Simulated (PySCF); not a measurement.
# [Nd(NH3)3]3+ at several levels of theory

Computed with PySCF 2.14.0 (density fitting, no spin-orbit coupling) at the geometry relaxed with PBE:

```xyz
13
[Nd(NH3)3]3+ (singlet in the valence; each metal's 4f electrons, 3 of them, lie in its core potential, out of spins and levels)
Nd    0.0000    0.0000    0.7760
N     2.3551   -0.0012   -0.0061
H     3.0550   -0.2708    0.7240
H     2.5849   -0.6490   -0.7941
H     2.7206    0.9175   -0.3460
N    -1.1765    2.0402   -0.0061
H    -1.2930    2.7811    0.7240
H    -0.7304    2.5630   -0.7941
H    -2.1549    1.8974   -0.3460
N    -1.1786   -2.0390   -0.0061
H    -1.7620   -2.5103    0.7240
H    -1.8544   -1.9141   -0.7941
H    -0.5658   -2.8149   -0.3460
```

| level | basis | state | HOMO (eV) | gap (eV) | charge on Nd1 (e) | population of f-type functions on Nd1 (polarisation alone where 4f lies in the core) | dipole about the centre of mass (D) | largest force component (eV/Å) |
| --- | --- | --- | --- | --- | --- | --- | --- | --- |
| PBE | Nd lcecp-1-SVP with ECP49, N def2-SVP, H def2-SVP | singlet | -22.71 | 5.49 | 1.72 | 0.03 | 2.56 | 0.00 |
| PBE | Nd lcecp-1-TZVP with ECP49, N def2-TZVP, H def2-TZVP | singlet | -22.63 | 5.52 | 2.04 | 0.04 | 2.55 | 0.37 |

In the lcecp rows the 4f levels are missing from HOMO and gap, and the state counts the valence alone.

Charges are Mulliken's, which hang on the basis. The relaxation used the grid (50, 194), these runs (75, 302) or, all-electron (x2c bases, spin-free X2C Hamiltonian), (99, 590).

Question: Order these levels, in the first row's basis, by the HOMO–LUMO gap they give here, smallest first.
A. PBE0
B. HF
C. M06-L
D. CAM-B3LYP

Answer: C (6.40 eV), A (7.90 eV), D (10.26 eV), B (14.87 eV).

Question: And their other results?

Answer: 
```tsv
level	state	HOMO (eV)	gap (eV)	charge on Nd1 (e)	population of f-type functions on Nd1 (polarisation alone where 4f lies in the core)	dipole about the centre of mass (D)	largest force component (eV/Å)
HF	singlet	-27.93	14.87	2.15	0.03	1.84	1.43
PBE0	singlet	-24.23	7.90	1.85	0.03	2.35	0.36
CAM-B3LYP	singlet	-25.62	10.26	1.84	0.04	2.25	0.35
M06-L	singlet	-23.02	6.40	1.96	0.03	2.24	0.43
```

In the first row's basis the gap widens with exact exchange: 5.5 to 6.4 eV for PBE, M06-L (none); 7.9 eV for PBE0 (a fixed share); 10.3 to 14.9 eV for CAM-B3LYP, Hartree–Fock (rising or full at long range).

A frequency check found unstable modes (3, the lowest at -16 cm⁻¹), so the relaxed geometry is a saddle point, or these are noise. An lcecp potential fixes the number of 4f electrons, so in runs with it no electron can move into or out of that shell.
